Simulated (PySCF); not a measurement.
## Ni³⁺ (nickel, charge +3) across methods

[Ar] 3d7, high-spin 4F determinant. Computed with PySCF 2.14 in aug-cc-pVDZ (7s6p4d2f, 59 functions), with no relativity, point nucleus.

```
 method  E (hartree)  mean ε 3p β (eV)  mean ε 3d α (eV)  mean ε 3d β (eV)  Σ⟨r²⟩ (bohr²)   ⟨S²⟩
  B97-3    -1505.894           -112.41           -52.248           -49.283          13.00  3.751
 revPBE    -1505.910           -107.68           -48.816           -46.087          13.07  3.751
 r2SCAN    -1506.011           -109.04           -49.460           -46.597          13.01  3.751
LC-wPBE    -1505.813           -113.63           -54.389           -51.616          13.07  3.751
    UHF  -1504.81572           -123.45           -60.775           -56.697          12.92  3.753
    LDA    -1503.278           -107.85           -49.158           -46.109          13.09  3.751
    M06    -1505.950           -112.22           -52.234           -48.466          13.02  3.753
   PBE0    -1505.805           -112.06           -52.118           -49.082          13.02  3.751
    PBE    -1505.748           -107.74           -48.897           -46.153          13.08  3.751
```
